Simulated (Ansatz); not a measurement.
Start from `Cc1cccc(O)c1O` and change one atom or group to get `Cc1cccc(O)c1C`.

Ansatz, PBE0-D4/def2-TZVP geometries, multiplicity 1. Each molecule was computed in one conformer, which needn't be the lowest.

```csv
property,`Cc1cccc(O)c1O`
size of the dipole moment (B3LYP/def2-TZVPP) / D,1.99
HOMO–LUMO gap (PBE0/def2-TZVPP) / eV,6.21
LUMO energy (PBE0/def2-TZVPP) / eV,0.11
LUMO energy (ωB97M-V/def2-TZVPP) / eV,2.09
HOMO–LUMO gap (ωB97M-V/def2-TZVPP) / eV,10.28
HOMO energy (PBE/def2-TZVPP) / eV,-5.03
```

Question: What does the change do to each property? (An estimate is asked.)

Answer: Computed: 
```csv
property,`Cc1cccc(O)c1C`,shift
size of the dipole moment (B3LYP/def2-TZVPP) / D,1.98,-0.01
HOMO–LUMO gap (PBE0/def2-TZVPP) / eV,6.25,0.04
LUMO energy (PBE0/def2-TZVPP) / eV,-0.04,-0.15
LUMO energy (ωB97M-V/def2-TZVPP) / eV,1.94,-0.15
HOMO–LUMO gap (ωB97M-V/def2-TZVPP) / eV,10.30,0.02
HOMO energy (PBE/def2-TZVPP) / eV,-5.25,-0.22
```

Dipoles are sizes alone; their direction can turn.

Positive LUMOs are unbound, so they and the gaps depend on the basis.

B3LYP here is the variant with VWN-RPA as its local correlation; programs differ in this.
